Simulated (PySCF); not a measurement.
Sb(Cl)(TeH)2 (ClH2SbTe2), SMILES [Sb]([TeH])([TeH])[Cl].

Geometry optimised at B3LYP-D3(BJ)/def2-SVP. The geometry has at least one imaginary mode, so it is a saddle point at that level. The def2 effective core potentials stand for the cores of Sb, Te; spin–orbit coupling is left out.

The numbers are results of TDDFT-CAM-B3LYP/def2-SVPD in PySCF, not measurements.

Vertical excitations. The molecule is in vacuum. State labels are in the subgroup Cs.

```tsv
state	symmetry	energy (eV)	λ (nm)	f	main pairs
S1	A"	3.28	378	0.000	HOMO→LUMO 69 %, HOMO−1→LUMO+1 23 %
S2	A'	3.33	372	0.007	HOMO→LUMO+1 65 %, HOMO−1→LUMO 29 %
S3	A'	4.00	310	0.003	HOMO−1→LUMO 66 %, HOMO→LUMO+1 28 %
S4	A"	4.09	303	0.013	HOMO−1→LUMO+1 71 %, HOMO→LUMO 18 %
S5	A"	4.17	297	0.003	HOMO→LUMO+2 74 %, HOMO−2→LUMO+1 15 %
S6	A'	4.32	287	0.013	HOMO−1→LUMO+2 49 %, HOMO−2→LUMO 38 %
S7	A"	4.47	277	0.006	HOMO→LUMO+3 81 %
S8	A'	4.65	267	0.004	HOMO−2→LUMO+2 58 %, HOMO−1→LUMO+3 13 %, HOMO−1→LUMO+2 11 %
S9	A"	4.66	266	0.107	HOMO−2→LUMO+1 67 %, HOMO−3→LUMO 17 %
S10	A'	4.75	261	0.048	HOMO−1→LUMO+3 23 %, HOMO−1→LUMO+2 23 %, HOMO−2→LUMO 23 %, HOMO−3→LUMO+1 16 %
T1	A"	2.88	430	0	HOMO→LUMO 61 %, HOMO−1→LUMO+1 32 %
T2	A'	2.92	425	0	HOMO→LUMO+1 56 %, HOMO−1→LUMO 36 %
T3	A"	3.45	359	0	HOMO−2→LUMO+1 52 %, HOMO−1→LUMO+1 26 %, HOMO→LUMO 9 %
T4	A'	3.52	352	0	HOMO−2→LUMO 58 %, HOMO−1→LUMO 22 %
```
Triplets are in the Tamm–Dancoff approximation, which puts them higher than full response would, so one can lie above its singlet here.
